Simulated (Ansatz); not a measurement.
C$_{3}$H$_{4}$BFO$_{3}$, SMILES `O[B-]1(F)OC=CC=[O+]1`, relaxed with RKS PBE-D4/def2-SVP in Ansatz 0.2.0 from a rough embedded geometry. The force threshold is 0.03 eV/Å; the program also tests the step.

Charge 0, multiplicity 1.

Start:

```xyz
12

O     0.834    1.461   -1.903
B     0.092    0.393   -1.278
F    -0.590   -0.311   -2.309
O    -0.982    0.863   -0.324
C    -1.163    0.253    0.941
C    -0.353   -0.683    1.357
C     0.826   -1.065    0.538
O     1.014   -0.565   -0.606
H     1.277    1.995   -1.157
H    -2.001    0.569    1.509
H    -0.503   -1.162    2.295
H     1.549   -1.749    0.939
```

Q: By how much does the energy fall, and how many steps does the optimiser take? (Best estimate.)

A: Computed: 0.94 eV, in 13 steps.

Q: Which bonds change most? (Best estimate.)

A: The calculation gave: O4–C5 from 1.416 to 1.284 Å; C5–C6 from 1.306 to 1.401 Å; C6–C7 from 1.485 to 1.401 Å; B2–O8 from 1.489 to 1.570 Å.

Q: Give the relaxed structure. (Estimate.)

A: Ansatz gave: 
```xyz
12

O     0.755    1.489   -1.916
B     0.103    0.425   -1.307
F    -0.592   -0.391   -2.155
O    -0.926    0.926   -0.231
C    -1.141    0.286    0.862
C    -0.351   -0.780    1.312
C     0.805   -1.070    0.575
O     1.112   -0.495   -0.531
H     1.245    2.043   -1.288
H    -1.989    0.661    1.472
H    -0.567   -1.290    2.258
H     1.548   -1.804    0.950
```
